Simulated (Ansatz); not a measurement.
Consider the isomerisation: `CCC[O][AlH2]` → `C[CH](C)[AlH][OH]`.

Calculated with Ansatz (gas phase, PBE0-D4/def2-TZVP geometries, no zero-point term in ΔE). CCSD(T)/CBS adds triple-zeta CCSD(T) − MP2 to the extrapolated MP2 energy (def2 sets, frozen cores). Functionals use def2-TZVPP. B3LYP here is the variant with VWN-RPA as its local correlation; programs differ in this. HSE06 is defined as in plane-wave codes. Each species was taken in one conformer, which may not be the lowest.

`CCC[O][AlH2]`:

Cartesian coordinates in Å:
```
C -1.509 0.156 1.599
C -0.327 -0.431 0.848
C -0.266 0.049 -0.588
O 0.793 -0.550 -1.283
Al 2.225 0.036 -1.955
H -1.538 -0.197 2.632
H -2.456 -0.123 1.127
H -1.463 1.248 1.624
H -0.378 -1.524 0.845
H 0.610 -0.164 1.349
H -1.205 -0.205 -1.095
H -0.182 1.147 -0.603
H 2.531 1.589 -1.862
H 3.165 -1.030 -2.639
```

`C[CH](C)[AlH][OH]`:

Z-matrix (Å, degrees):
```
C
C 1 1.529
H 1 1.096 2 111.3
H 1 1.095 2 111.5 3 -119.1
H 1 1.094 2 112.5 3 120.5
C 2 1.528 1 111.6 3 58.0
Al 2 1.961 1 112.2 3 -173.6
H 2 1.102 1 107.2 3 -59.6
H 6 1.095 2 111.4 1 61.4
H 6 1.097 2 111.2 1 -57.8
H 6 1.092 2 112.2 1 -178.7
O 7 1.701 2 117.4 1 -147.9
H 7 1.592 2 123.8 1 33.1
H 12 0.956 7 122.9 2 -178.5
```

(1) Is it downhill or uphill in electronic energy at CCSD(T)/CBS, and by how much? (Best estimate.)

(2) What do these levels give: B97M-V, ωB97X-V, PBE, PBE0, B3LYP, r2SCAN0, HSE06, MP2/def2-SVP, HF/def2-TZVPP, SCS-MP2/def2-TZVPP, HF/def2-QZVPP, SCS-MP2/def2-QZVPP? (Estimate.)

Largest T1 diagnostic among the species: 0.011.

Answers

(1) The calculation gave: Downhill: ΔE = -66.8 kJ/mol.

(2) Ansatz gave: B97M-V -51.6, ωB97X-V -57.3, PBE -64.2, PBE0 -63.2, B3LYP -56.5, r2SCAN0 -63.8, HSE06 -63.4, MP2/def2-SVP -53.8, HF/def2-TZVPP -41.1, SCS-MP2/def2-TZVPP -62.5, HF/def2-QZVPP -40.8, SCS-MP2/def2-QZVPP -64.7 kJ/mol.

At CCSD(T), def2-SVP lies +21.5 kJ/mol from the extrapolated value and def2-TZVPP +3.8 kJ/mol. In def2-TZVPP, CCSD(T) changes the Hartree–Fock value by −21.9 kJ/mol (the triples alone add −2.2 kJ/mol) and MP2 by −29.9 kJ/mol. Leaving LDA and LC-ωPBE aside and taking each functional with its dispersion term where it has one, the values, not all of them listed here, spread over 14.1 kJ/mol, from PBE-D4 to B97M-V.
